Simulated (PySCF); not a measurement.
BeCl2, charge -1, doublet, at a GFN2-xTB geometry (such geometries of metal compounds can be far from the true shape) (a state made from the parent by changing its charge; the spin is typed, not shown lowest) (in this run its highest filled SCF level lies above zero, so its values depend strongly on the basis, on diffuse functions most of all); PySCF with R2SCAN/6-31G*.

Input for PySCF:
```python
from pyscf import gto, scf, dft

mol = gto.M(
    atom='''
Be    0.635239   -0.523753    0.528734
Cl    1.121774    0.355638   -1.208482
Cl   -1.271243   -0.232401    1.084074
''',
    basis='6-31g*',
    charge=-1,
    spin=1,
    verbose=4,
    symmetry=True,
    symmetry_subgroup='Cs',
)

mf = dft.UKS(mol)
mf.xc = 'r2scan'
mf.kernel()
mf.analyze()
```

Question: Predict the main parts of the log of this PySCF run.

Answer: 
```
PySCF version 2.14.0

[INPUT] verbose = 4
[INPUT] num. atoms = 3
[INPUT] num. electrons = 39
[INPUT] charge = -1
[INPUT] spin (= nelec alpha-beta = 2S) = 1
[INPUT] symmetry True subgroup Cs
[INPUT] Mole.unit = angstrom
[INPUT] Symbol           X                Y                Z      unit          X                Y                Z       unit  Magmom
[...]
nuclear repulsion = 81.2969895465151
point group symmetry = C2v, use subgroup Cs
symmetry origin: [-8.45403793e-07  8.45403793e-07  0.00000000e+00]
symmetry axis x: [ 0.64921631 -0.53527711  0.54036709]
symmetry axis y: [-0.71099509 -0.17471371  0.6811469 ]
symmetry axis z: [0.27019281 0.82641003 0.49400639]
num. orbitals of irrep A' = 36
num. orbitals of irrep A" = 14
number of shells = 22
number of NR pGTOs = 129
number of NR cGTOs = 50
basis = 6-31g*
ecp = {}

******** <class 'pyscf.dft.uks_symm.SymAdaptedUKS'> ********
method = SymAdaptedUKS
initial guess = minao
damping factor = 0
level_shift factor = 0
DIIS = <class 'pyscf.scf.diis.CDIIS'>
diis_start_cycle = 1
diis_space = 8
diis_damp = 0
SCF conv_tol = 1e-09
SCF conv_tol_grad = None
SCF max_cycles = 50
direct_scf = True
direct_scf_tol = 1e-13
number electrons alpha = 20  beta = 19
XC library pyscf.dft.libxc version 7.1.2
    S. Lehtola, C. Steigemann, M. J. T. Oliveira, and M. A. L. Marques,  SoftwareX 7, 1–5 (2018)
XC functionals = r2scan
    J. W. Furness, A. D. Kaplan, J. Ning, J. P. Perdew, and J. Sun,  J. Phys. Chem. Lett. 11, 8208–8215 (2020)
    J. W. Furness, A. D. Kaplan, J. Ning, J. P. Perdew, and J. Sun,  J. Phys. Chem. Lett. 11, 9248–9248 (2020)
    J. W. Furness, A. D. Kaplan, J. Ning, J. P. Perdew, and J. Sun,  J. Phys. Chem. Lett. 11, 8208–8215 (2020)
    J. W. Furness, A. D. Kaplan, J. Ning, J. P. Perdew, and J. Sun,  J. Phys. Chem. Lett. 11, 9248–9248 (2020)
radial grids:
    Treutler-Ahlrichs [JCP 102, 346 (1995); DOI:10.1063/1.469408] (M4) radial grids

becke partition: Becke, JCP 88, 2547 (1988); DOI:10.1063/1.454033
pruning grids: <function nwchem_prune>
grids dens level: 3
symmetrized grids: True
atomic radii adjust function: <function treutler_atomic_radii_adjust>
small_rho_cutoff = 0
Freeze 0 electrons in irreps []
    39 free electrons in irreps A' A"
Set gradient conv threshold to 3.16228e-05
tot grids = 51488
init E= -935.140391006189

cycle= 1 E= -935.138291065613  delta_E= 0.0021  |g|= 0.26  |ddm|= 1.32
cycle= 2 E= -935.138741671151  delta_E= -0.000451  |g|= 0.276  |ddm|= 0.831
[...]
converged SCF energy = -935.186662560671  <S^2> = 0.75159066  2S+1 = 2.00159
Total Energy =                        -935.186662560671266
[...]
beta  MO #16 (A" #3), energy= -0.0998000249335209 occ= 1
beta  MO #17 (A' #14), energy= -0.0957765248380422 occ= 1
beta  MO #18 (A" #4), energy= -0.0835512829799816 occ= 1
beta  MO #19 (A' #15), energy= -0.0707806542794334 occ= 1
beta  MO #20 (A' #16), energy= 0.156916039093786 occ= 0
beta  MO #21 (A" #5), energy= 0.203922960494751 occ= 0
beta  MO #22 (A' #17), energy= 0.288222374248818 occ= 0
beta  MO #23 (A' #18), energy= 0.295397483613441 occ= 0
beta  MO #24 (A' #19), energy= 0.469320057448424 occ= 0
beta  MO #25 (A' #20), energy= 0.480406687120303 occ= 0
beta  MO #26 (A" #6), energy= 0.503145343908447 occ= 0
beta  MO #27 (A' #21), energy= 0.531857901948896 occ= 0
beta  MO #28 (A' #22), energy= 0.606232259334158 occ= 0
beta  MO #29 (A' #23), energy= 0.614702124617832 occ= 0
beta  MO #30 (A' #24), energy= 0.65905649495226 occ= 0
beta  MO #31 (A" #7), energy= 0.67165709880737 occ= 0
beta  MO #32 (A" #8), energy= 0.690810555898312 occ= 0
beta  MO #33 (A' #25), energy= 0.727859892981802 occ= 0
beta  MO #34 (A' #26), energy= 0.82170118350377 occ= 0
beta  MO #35 (A' #27), energy= 0.833040019228484 occ= 0
beta  MO #36 (A" #9), energy= 0.880390236089194 occ= 0
beta  MO #37 (A' #28), energy= 0.904789190279508 occ= 0
beta  MO #38 (A" #10), energy= 0.962642955505005 occ= 0
beta  MO #39 (A' #29), energy= 1.04251580414803 occ= 0
beta  MO #40 (A' #30), energy= 1.05545586334583 occ= 0
beta  MO #41 (A" #11), energy= 1.06481778587638 occ= 0
beta  MO #42 (A" #12), energy= 1.0686500819533 occ= 0
beta  MO #43 (A' #31), energy= 1.07449935549495 occ= 0
beta  MO #44 (A' #32), energy= 1.14623252552117 occ= 0
beta  MO #45 (A' #33), energy= 1.19289979390841 occ= 0
beta  MO #46 (A" #13), energy= 1.29088605037417 occ= 0
beta  MO #47 (A" #14), energy= 1.35297498110215 occ= 0
beta  MO #48 (A' #34), energy= 1.38834852899221 occ= 0
beta  MO #49 (A' #35), energy= 1.59890240947178 occ= 0
beta  MO #50 (A' #36), energy= 1.68834016966658 occ= 0
 ** Mulliken pop alpha/beta on meta-lowdin orthogonal AOs **
 ** Mulliken pop       alpha | beta **
In total            20.00000 | 19.00000
 ** Mulliken atomic charges   ( Nelec_alpha | Nelec_beta ) **
charge of  0Be =      0.62350  (     2.10709      1.26941 )
charge of  1Cl =     -0.81177  (     8.94648      8.86530 )
charge of  2Cl =     -0.81173  (     8.94644      8.86529 )

WARN: System has nonzero charge -1; the dipole moment is origin-dependent.
Location of origin: [0. 0. 0.]

Dipole moment(X, Y, Z, Debye): -1.01016,  0.83248, -0.84013
```
